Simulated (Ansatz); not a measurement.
`C[SiH](F)[SnH3]` and `C[SiH](F)BS` differ in one atom or group.

Ansatz, PBE0-D4/def2-TZVP geometries, multiplicity 1. Each molecule was computed in one conformer, which needn't be the lowest.

Elements past krypton have def2 core potentials.

```tsv
property	`C[SiH](F)[SnH3]`
LUMO energy (ωB97M-V/def2-TZVPP) / eV	1.36
LUMO energy (PBE0/def2-TZVPP) / eV	-0.31
LUMO energy (B3LYP/def2-TZVPP) / eV	-0.50
HOMO energy (PBE0/def2-TZVPP) / eV	-7.73
size of the dipole moment (PBE/def2-TZVPP) / D	1.63
HOMO–LUMO gap (B3LYP/def2-TZVPP) / eV	7.05
```

Problem. Give the same properties after the change, and the shifts. (Best estimate.)

Solution. Computed: 
| property | `C[SiH](F)BS` | shift |
| --- | --- | --- |
| LUMO energy (ωB97M-V/def2-TZVPP) / eV | 0.02 | -1.34 |
| LUMO energy (PBE0/def2-TZVPP) / eV | -1.95 | -1.64 |
| LUMO energy (B3LYP/def2-TZVPP) / eV | -2.11 | -1.61 |
| HOMO energy (PBE0/def2-TZVPP) / eV | -8.02 | -0.29 |
| size of the dipole moment (PBE/def2-TZVPP) / D | 2.23 | 0.60 |
| HOMO–LUMO gap (B3LYP/def2-TZVPP) / eV | 5.73 | -1.32 |

With PBE0 the HOMO falls by 0.29 eV and the LUMO falls by 1.64 eV, so the gap narrows by about 1.35 eV. PBE moves the HOMO by -0.12 eV and ωB97M-V by -0.41 eV. Dipoles are sizes alone; their direction can turn.

B3LYP here is the variant with VWN-RPA as its local correlation; programs differ in this.
